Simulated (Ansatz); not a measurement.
Consider the formal exchange of groups at the Si–N bond: `[SiH3]N[SiH2]Br` + CH₄ → `C[SiH2]Br` + `N[SiH3]`.

Gas-phase electronic energies from Ansatz, PBE0-D4/def2-TZVP geometries. CCSD(T)/CBS is the MP2 limit (def2-TZVPP, def2-QZVPP) plus CCSD(T) − MP2 in def2-TZVPP, frozen cores. This one scheme is used for every species. Functionals use def2-TZVPP. B3LYP here is the variant with VWN-RPA as its local correlation; programs differ in this. HSE06 is defined as in plane-wave codes. For Br outer-core shells are correlated without core-valence functions, which leaves a few kJ/mol of doubt a bond. Scalar relativity is left out up to krypton. Each species was taken in one conformer, which may not be the lowest.

`[SiH3]N[SiH2]Br`:

Cartesian coordinates in Å:
```
Si -0.187 0.392 1.519
N -0.405 0.513 -0.197
Si 0.102 -0.606 -1.384
Br 2.245 -0.363 -1.972
H 0.185 -1.016 1.800
H 0.882 1.297 2.018
H -1.448 0.741 2.224
H -0.677 1.421 -0.548
H -0.019 -1.973 -0.837
H -0.680 -0.407 -2.623
```

CH₄:

Cartesian coordinates in Å:
```
C 0.000 0.000 0.000
H -0.077 -0.894 0.619
H -0.729 -0.054 -0.808
H 1.003 0.065 -0.420
H -0.197 0.882 0.609
```

`C[SiH2]Br`:

```xyz
8

C     0.048    0.985   -0.266
Si   -0.178   -0.820    0.111
Br    1.377   -1.484    1.563
H    -0.713    1.314   -0.979
H     1.032    1.168   -0.701
H    -0.046    1.584    0.642
H    -0.023   -1.658   -1.103
H    -1.497   -1.089    0.734
```

`N[SiH3]`:

Cartesian coordinates in Å:
```
N 0.021 0.389 0.993
Si -0.028 -0.340 -0.564
H -0.749 0.962 1.299
H 0.893 0.748 1.348
H -1.343 -1.015 -0.711
H 0.128 0.587 -1.726
H 1.077 -1.331 -0.639
```

```tsv
level	ΔE (kJ/mol)	difference from CCSD(T)/CBS
LDA (SPW92)	64.8	-7.2
PBE-D4	66.2	-5.8
revPBE-D4	67.9	-4.1
BLYP-D4	74.3	2.3
r2SCAN-D4	70.4	-1.6
B97M-V	69.9	-2.1
B3LYP-D4	74.5	2.5
r2SCAN0-D4	70.6	-1.4
HSE06-D4	67.4	-4.6
BHLYP-D4	77.4	5.4
CAM-B3LYP-D4	73.4	1.4
ωB97X-V	69.0	-3.0
B2PLYP	71.3	-0.7
PBE-QIDH	69.3	-2.7
PBE	62.1	-9.9
revPBE	60.4	-11.6
BLYP	66.5	-5.5
PBE0	63.6	-8.4
B3LYP	67.9	-4.1
r2SCANh	69.1	-2.9
r2SCAN0	69.1	-2.9
BHLYP	70.8	-1.2
CAM-B3LYP	69.2	-2.8
LC-ωPBE	64.0	-8.0
RPA@PBE/def2-TZVPP	71.5	-0.5
HF/def2-SVP	74.4	2.4
MP2/def2-SVP	76.9	4.9
CCSD/def2-SVP	74.7	2.7
CCSD(T)/def2-SVP	75.4	3.4
HF/def2-TZVPP	73.4	1.4
MP2/def2-TZVPP	74.4	2.4
SCS-MP2/def2-TZVPP	74.5	2.5
CCSD/def2-TZVPP	71.6	-0.4
CCSD(T)/def2-TZVPP	72.2	0.2
HF/def2-QZVPP	74.0	2.0
MP2/def2-QZVPP	74.5	2.5
SCS-MP2/def2-QZVPP	74.5	2.5
HF/CBS(def2)	74.0	2.0
MP2/CBS(def2)	74.2	2.2
CCSD/CBS(def2)	71.4	-0.6
CCSD(T)/CBS	72.0	0
```

Largest T1 diagnostic among the species: 0.009.

At CCSD(T), def2-SVP lies +3.4 kJ/mol from the extrapolated value and def2-TZVPP +0.2 kJ/mol. The D4 term adds +6.6 kJ/mol with B3LYP and +3.8 kJ/mol with PBE0; it sums over pairs of atoms, weighted by their polarisabilities, and B3LYP, whose exchange is more repulsive, gets the larger term. From BLYP to BHLYP (50 % exact exchange), in def2-TZVPP and without D4, ΔE moves by +4.3 kJ/mol.
